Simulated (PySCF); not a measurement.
## C³⁺ (carbon, charge +3) across methods

[He] 2s1, 2S determinant. All numbers are calculated (PySCF 2.14, the spin-free X2C one-electron Hamiltonian (Gaussian nucleus), in aug-cc-pVQZ-DK (6s5p4d3f2g, 80 functions)).

| method | E (hartree) | mean ε 1s α (eV) | mean ε 1s β (eV) | mean ε 2s α (eV) | Σ⟨r²⟩ (bohr²) | ⟨S²⟩ |
| --- | --- | --- | --- | --- | --- | --- |
| r2SCAN | -34.7884 | -335.81 | -334.91 | -58.072 | 2.094 | 0.750 |
| PW91 | -34.7680 | -332.44 | -331.33 | -57.766 | 2.090 | 0.750 |
| BP86 | -34.7880 | -332.38 | -331.41 | -57.688 | 2.086 | 0.750 |
| M06-L | -34.8069 | -335.88 | -335.20 | -58.011 | 2.077 | 0.750 |
| PBE0 | -34.7572 | -341.25 | -339.85 | -59.484 | 2.092 | 0.750 |
| LDA | -34.4185 | -329.35 | -328.25 | -57.273 | 2.106 | 0.750 |
| PBE | -34.7443 | -332.04 | -330.94 | -57.698 | 2.091 | 0.750 |
| r2SCANh | -34.7890 | -339.10 | -338.05 | -58.732 | 2.094 | 0.750 |

**Question.** Estimate the same row for UHF.

**Answer.** E (hartree) = -34.74050; mean ε 1s α (eV) = -368.12; mean ε 1s β (eV) = -365.76; mean ε 2s α (eV) = -64.385; Σ⟨r²⟩ (bohr²) = 2.105; ⟨S²⟩ = 0.750.
